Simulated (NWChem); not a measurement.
System: SbF₂ cation; SMILES [F][Sb+][F]

The following NWChem deck was run.

```
start job
memory heap 200 mb stack 900 mb global 1100 mb
charge 1
geometry units angstroms
  Sb     0.000000     0.000000     0.272894
  F     -1.398951     0.000000    -0.979397
  F      1.398951     0.000000    -0.979397
end
basis spherical
  * library def2-svp
end
ecp
  Sb library def2-ecp
end
dft
  xc xpbe96 cpbe96
  iterations 150
end
driver
  maxiter 120
end
task dft optimize
dft
  grid fine
  convergence energy 1d-8 density 1d-7
end
task dft freq numerical
```

def2 effective core potentials on Sb; no spin-orbit coupling.

The level has its own optimisation; frequencies are unscaled.

**Question.** Predict the main results of this run. (PBE/def2-SVP with def2 effective core potentials on Sb.) Quantities: r F–Sb (Å); highest harmonic frequency (cm⁻¹); lowest (cm⁻¹); zero-point energy (kcal/mol).

**Answer.** 
| Property | Value |
|---|---|
| r F–Sb (Å) | 1.904 |
| highest harmonic frequency (cm⁻¹) | 685 |
| lowest (cm⁻¹) | 199 |
| zero-point energy (kcal/mol) | 2.2 |
